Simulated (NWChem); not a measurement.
Molecule: TlI; SMILES [I][Tl]

Program: NWChem. def2 effective core potentials on I, Tl; no spin-orbit coupling. Each level has its own optimisation; frequencies are unscaled.

```json
[
 {"level": "BLYP/def2-SVP", "r I–Tl (Å)": "?", "highest harmonic frequency (cm⁻¹)": "?", "zero-point energy (kcal/mol)": "0.2"},
 {"level": "LDA (Slater exchange, VWN5)/def2-SVP", "r I–Tl (Å)": "2.819", "highest harmonic frequency (cm⁻¹)": "158", "zero-point energy (kcal/mol)": "0.2"},
 {"level": "PBE/def2-SVP", "r I–Tl (Å)": "2.885", "highest harmonic frequency (cm⁻¹)": "146", "zero-point energy (kcal/mol)": "0.2"},
 {"level": "PBE0/def2-SVP", "r I–Tl (Å)": "2.867", "highest harmonic frequency (cm⁻¹)": "149", "zero-point energy (kcal/mol)": "0.2"}
]
```

**Question.** Fill in the missing entries.

**Answer.** 
- BLYP/def2-SVP, r I–Tl (Å): 2.922
- BLYP/def2-SVP, highest harmonic frequency (cm⁻¹): 140
